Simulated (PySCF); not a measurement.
PySCF 2.14 output of a UHF calculation on a single atom or ion in def2-SVP with the def2 core potential (28 electrons) (5s3p2d1f, 31 functions), with scalar relativity through the core potential:

```
SCF conv_tol = 1e-09
number electrons alpha = 10  beta = 9
cycle= 1 E= -166.576992084807  delta_E= -2.5e-10  |g|= 4.9e-06  |ddm|= 7.44e-05
converged SCF energy = -166.576992084807  <S^2> = 0.75115357  2S+1 = 2.0011532
```

The run itself started from symmetry-adapted Hartree-Fock orbitals and held the occupation by maximum overlap, so the iterations belong to that start.

Which element, charge and spin multiplicity is this?

Cd⁺ (cadmium, charge +1), multiplicity 2; the state was [Kr] 4d10 5s1, 2S determinant.

Energies and moments cover only the electrons outside the core potential.
